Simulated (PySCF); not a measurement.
A calculated (UHF, PySCF 2.14, x2c-SVPall, scalar relativity by spin-free X2C-1e) atom or ion has these occupied shells.

```tsv
shell	electrons	orbital energy (eV)	rms radius, mean of both spins (bohr)
1s α	1	-6087.0	0.0734
1s β	1	-6087.0	0.0734
2s α	1	-769.72	0.316
2s β	1	-767.60	0.316
2p α	3	-651.21	0.287
2p β	3	-649.07	0.287
3s α	1	-136.20	0.959
3s β	1	-129.45	0.959
3p α	3	-101.28	1.03
3p β	3	-93.063	1.03
3d α	3	-51.209	1.20
```

Question: Name the element and its charge.

Answer: Cr³⁺ (chromium, charge +3), in [Ar] 3d3, high-spin 4F determinant.
